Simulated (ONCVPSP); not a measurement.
# Configuration tests for Rb (Z = 37) (ONCV)

* Element: Rb
* Generator: ONCVPSP 4.0.1
* Type: optimised norm-conserving Vanderbilt (ONCV)
* Functional: PBEsol
* Relativity: scalar-relativistic
* Frozen core: [Ar] 3d10
* Valence charge: 9
* Reference configuration: 4s2 4p6 5s1
* Partial waves: 4s+5s: rc 2.65 bohr, ncon 4, nbas 9, qcut 5.5 1/bohr, 2 projectors; 4p: rc 2.60 bohr, ncon 4, nbas 7, qcut 5.7 1/bohr, 3 projectors, debl 0.8 Ha; d scattering state at 0.08 Ha: rc 2.35 bohr, ncon 5, nbas 9, qcut 4.2 1/bohr, 2 projectors, debl 1.7 Ha; f scattering state at 0.2 Ha: rc 2.90 bohr, ncon 4, nbas 8, qcut 4 1/bohr, 2 projectors, debl 1.9 Ha
* Local potential: polynomial inside 1.75 bohr (lpopt 4, dvloc0 3 Ha)
* Core correction: none

Energies are relative to the spin-unpolarised reference configuration 4s2 4p6 5s1; without spin polarisation the order of configurations can differ from experiment.

| valence configuration | charge | ΔE all-electron (eV) | error AE − PS (meV) |
| --- | --- | --- | --- |
| 4s2 4p6 5s0 | +1 | 4.069 | -0.2 |
| 4s2 4p6 5s0 5p1 | 0 | 1.493 | -0.1 |
| 4s1 4p6 5s1 | +1 | 37.740 | -139 |

Task: What are ΔE and the potential's error for 4s2 4p6 5s0.5?

Result: ΔE = 1.561 eV all-electron; the error (AE − PS) is -0.1 meV.

Levels in the configuration 4s2 4p6 5s0 5p1:

```
level  all-electron (eV)  pseudo (eV)
   4s            -33.373      -33.376
   4p            -17.414      -17.414
   5p             -1.326       -1.326
```
